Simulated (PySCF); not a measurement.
# [C6H7FOS]+: g tensor and hyperfine couplings

Compound: C6H7FOS (charge +1 and doublet state).
Structure used (GFN2-xTB), in Å, numbered top down from 1:
```
atom  x, y, z in Å
C1     2.5954    0.2880   -0.5401
C2     1.5834   -0.5607   -0.7675
C3     0.2123   -0.3428   -0.3834
C4    -0.7513   -1.2757   -0.5570
S5    -2.3596   -0.7376   -0.0405
O6    -2.9974   -1.7030    0.8072
C7    -1.5607    0.7106    0.9714
F8    -2.3799    1.7657    0.8882
C9    -0.2316    0.9313    0.2859
H10    3.5791    0.0841   -0.9300
H11    2.4935    1.2025    0.0218
H12    1.7735   -1.4911   -1.2854
H13   -0.6290   -2.2246   -1.0503
H14   -1.5217    0.3695    2.0127
H15    0.5182    1.2609    1.0114
H16   -0.3318    1.7319   -0.4560
```

The hyperfine couplings belong to this conformer and change with its torsions.

The species is `[CH2+][CH]C1=C[S@@](=O)[C@H](F)C1` [radical] (charge +1).

Level of theory: PySCF, UKS B3LYP, pcH-1 on C F H O S, non-relativistic, mean-field spin-orbit, GIAO. The structure is a single GFN2-xTB conformer in the gas phase; no vibrational or solvent corrections. Couplings are sensitive to structure, and on GFN2-xTB geometries they can be far from those on DFT ones, by a factor of two or more for some ions and for spin on atoms past the first row. No stability test was run, so a lower SCF solution isn't excluded.

```json
{"g1, g2, g3": "2.00219, 2.00913, 2.01101", "g_iso": "2.00745", "Form of g": "rhombic: the two nearest values differ by 21 % of g3 − g1", "⟨S²⟩": "0.7588 (exact 0.7500)", "Total energy": "-805.72363 Eh"}
```

Hyperfine couplings atom by atom, in MHz; T1 to T3 are the principal values of the dipolar part:

```
atom  isotope  a_iso  of which spin–orbit      T1     T2    T3  Mulliken spin population
  C1      13C   11.9                  0.0   -12.7  -12.4  25.1                      0.16
  C2      13C   -5.6                  0.0    -4.3    0.0   4.3                     -0.02
  C3      13C   11.4                  0.0    -7.7   -6.3  14.0                      0.07
  C4      13C    8.6                  0.3   -14.4  -10.3  24.7                      0.10
  S5      33S   94.2                 -0.2   -28.1  -23.5  51.6                      0.22
  O6      17O  -19.2                 -1.1  -119.0   58.9  60.1                      0.36
  C7      13C   35.1                  0.0   -11.1  -10.6  21.7                      0.08
  F8      19F    9.9                  0.3   -27.7  -23.1  50.9                      0.01
  C9      13C    0.8                  0.0    -2.1   -1.5   3.6                      0.00
 H10       1H   -7.2                  0.0    -6.1   -1.1   7.3                     -0.01
 H11       1H   -8.0                  0.0    -4.8   -1.8   6.6                     -0.01
 H12       1H    1.8                  0.0    -2.1    0.4   1.7                      0.00
 H13       1H   -9.5                  0.0    -4.3   -1.9   6.3                     -0.01
 H14       1H   12.5                  0.0    -5.4    0.5   5.0                      0.01
 H15       1H   49.7                  0.0    -2.1   -0.4   2.5                      0.02
 H16       1H    5.7                  0.0    -2.0   -1.0   3.0                      0.00
```

The Mulliken spin populations are largest on O6 (+0.36), S5 (+0.22), C1 (+0.16) and C4 (+0.10). Three atoms exceed +0.15.

C2, the radical centre as drawn in `[CH2+][CH]C1=C[S@@](=O)[C@H](F)C1`, holds a spin population of -0.02 out of 1.

Under fast tumbling the dipolar parts average out, and these isotropic splittings remain (the largest six): 1 × 1H (H15, I = 1/2, 2 lines) with 1.77 mT, 1 × 1H (H14, I = 1/2, 2 lines) with 0.44 mT, 1 × 19F (F8, I = 1/2, 2 lines) with 0.35 mT, 1 × 1H (H13, I = 1/2, 2 lines) with 0.34 mT, 1 × 1H (H11, I = 1/2, 2 lines) with 0.29 mT and 1 × 1H (H10, I = 1/2, 2 lines) with 0.25 mT.

H10 and H11 aren't averaged: C1 is flat or nearly so (angle sum 360°), and its turn about the short C1–C2 bond (1.34 Å) is taken as slow.

The 17O coupling of O6 (-19.2 MHz) shows only in satellite lines or after enrichment, since that isotope makes up about 0.038 % of natural oxygen.

The 33S coupling of S5 (94.2 MHz) shows only in satellite lines or after enrichment, since that isotope makes up about 0.76 % of natural sulfur.

Examples of negative spin density at the nucleus (bohr⁻³): C2 (-0.0050), H13 (-0.0021) and H11 (-0.0018).
